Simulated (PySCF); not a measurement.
# Working out the ionisation energy of C²⁺

C²⁺ [He] 2s2 (1S) → C³⁺ [He] 2s1 (2S). Computed with PySCF 2.14 in aug-cc-pCVTZ-DK with one added diffuse shell each of s, p, d, f type (8s7p5d3f, 75 functions), with the spin-free X2C one-electron Hamiltonian (Gaussian nucleus). Frozen: nothing. Energies in hartree (1 hartree = 27.21139 eV):

```json
{"part": "UHF", "C²⁺ (lower)": "-36.422746", "C³⁺ (upper)": "-34.739634"}
{"part": "MP2 opposite-spin", "C²⁺ (lower)": "-0.086716", "C³⁺ (upper)": "-0.041062"}
{"part": "MP2 same-spin", "C²⁺ (lower)": "-0.002038", "C³⁺ (upper)": "-0.001138"}
```

Question: What does Hartree-Fock give?

Answer: (-34.739634) − (-36.422746) = 1.683112 hartree = 45.800 eV.

Question: What do MP2 and SCS-MP2 (6/5 opposite-spin, 1/3 same-spin) give?

Answer: The opposite-spin parts differ by 1.242 eV and the same-spin parts by 0.024 eV. MP2: 45.800 + (1.242) + (0.024) = 47.066 eV. SCS-MP2: 45.800 + 1.2 × (1.242) + (0.024)/3 = 47.298 eV.

Measured between the centres of the two terms (NIST): 47.888 eV, so MP2 (valence and next inner shell) is off by -0.822 eV.

What remains against the reference includes basis incompleteness and correlation beyond second order.
